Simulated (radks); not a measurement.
Results of a calculation; reference values are marked as such.
Neutral aluminium, configuration [Ne] 3s0.5 3p2.5 (fractional occupations, a model configuration). Level of theory: scalar-relativistic Kohn-Sham, r2SCAN, spin-polarised, spherical densities, finite nucleus; open shells are filled with parallel spins first; meta-GGA in the generalised Kohn-Sham scheme; Fermi nuclear charge, rms radius 3.061 fm (a radial shooting solver on a logarithmic mesh with Libxc functionals).

Normalised radial functions P(r) = r R(r), r in bohr:

| r | 2s down | 3s up |
|---|---|---|
| 0.0136 | 0.2710 | 0.0689 |
| 0.01756 | 0.3313 | 0.0842 |
| 0.0225 | 0.3962 | 0.1007 |
| 0.02884 | 0.4641 | 0.1179 |
| 0.03725 | 0.5306 | 0.1347 |
| 0.04774 | 0.5809 | 0.1472 |
| 0.06166 | 0.6019 | 0.1520 |
| 0.07902 | 0.5719 | 0.1436 |
| 0.1021 | 0.4651 | 0.1150 |
| 0.1308 | 0.2694 | 0.0634 |
| 0.1676 | -0.0226 | -0.0130 |
| 0.2165 | -0.4053 | -0.1114 |
| 0.2775 | -0.7979 | -0.2080 |
| 0.3584 | -1.1343 | -0.2791 |
| 0.4593 | -1.3018 | -0.2870 |
| 0.5933 | -1.2568 | -0.2063 |
| 0.7603 | -1.0228 | -0.0400 |
| 0.9743 | -0.6914 | 0.1843 |
| 1.259 | -0.3675 | 0.4297 |
| 1.613 | -0.1525 | 0.6138 |
| 2.083 | -0.0439 | 0.6910 |
| 2.67 | -0.0082 | 0.6171 |
| 3.449 | -0.0008 | 0.4346 |
| 4.419 | 0.0000 | 0.2411 |
| 5.663 | 0.0000 | 0.1010 |
| 7.315 | 0.0000 | 0.0279 |
| 9.374 | 0.0000 | 0.0050 |

2s down: eigenvalue -113.59 eV, 1 radial node at r = 0.165 bohr, <r> = 0.624 bohr, 90 % of the charge inside 0.986 bohr. 3s up: eigenvalue -10.048 eV, 2 radial nodes at r = 0.161, 0.797 bohr, <r> = 2.49 bohr, 90 % of the charge inside 3.77 bohr.
